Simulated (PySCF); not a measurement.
**Electronic structure of Mn (manganese, neutral) at the UHF level**

Configuration: [Ar] 3d7, high-spin 4F determinant (an excited configuration). All numbers are calculated (PySCF 2.14, the spin-free X2C one-electron Hamiltonian (Gaussian nucleus), in x2c-QZVPPall (11s7p5d4f2g, 103 functions)).

| Item | Value |
| --- | --- |
| Total energy | -1157.074938 hartree |
| One-electron energy | -1600.2051 hartree |
| Hartree (Coulomb) energy | 494.6376 hartree |
| Exchange energy | -51.5075 hartree |
| ⟨S²⟩ | 4.1126 |
| ⟨L²⟩ | 12.018 |
| Sum of ⟨r⟩ | 20.47 bohr |
| Sum of ⟨r²⟩ | 35.93 bohr² |
| Langevin diamagnetic susceptibility | -28.5 ×10⁻⁶ cm³/mol |

| shell | electrons | mean orbital energy (hartree) | spread (hartree) | rms radius, mean of both spins (bohr) |
| --- | --- | --- | --- | --- |
| 1s β | 1 | -242.28380 | 0 | 0.0703 |
| 1s α | 1 | -242.28304 | 0 | 0.0703 |
| 2s α | 1 | -29.33237 | 0 | 0.302 |
| 2s β | 1 | -29.24473 | 0 | 0.302 |
| 2p α | 3 | -24.69367 | 0 | 0.273 |
| 2p β | 3 | -24.60574 | 0 | 0.273 |
| 3s α | 1 | -3.78333 | 0 | 0.924 |
| 3s β | 1 | -3.50002 | 0 | 0.924 |
| 3p α | 3 | -2.44422 | 0 | 1.00 |
| 3p β | 3 | -2.09985 | 0 | 1.00 |
| 3d α | 5 | -0.35765 | 0.02889 | 1.98 |
| 3d β | 2 | -0.09950 | 0 | 1.98 |

⟨S²⟩ = 4.11 against 3.75 shows spin contamination.

Densities and radii are taken from the X2C orbitals without a picture-change correction, which distorts them close to the nucleus.

Spin-orbit constants ζ (cm⁻¹) from the X2C one-electron operator on these orbitals: bare nucleus, nucleus screened by l(l+1)(2l+1)/3 electrons, and screened by the Breit-Pauli mean field of the electrons.

```
shell   bare  screened nucleus  mean field
   2p  59360             54610         n/a
   3p   6860              6311         n/a
   3d  526.4             315.9         n/a
```

To first order the Landé constant is A = -105.3 cm⁻¹, so the lowest level has J = 9/2 and lies 0.0587 eV below the centre of the term. This holds in LS coupling only.
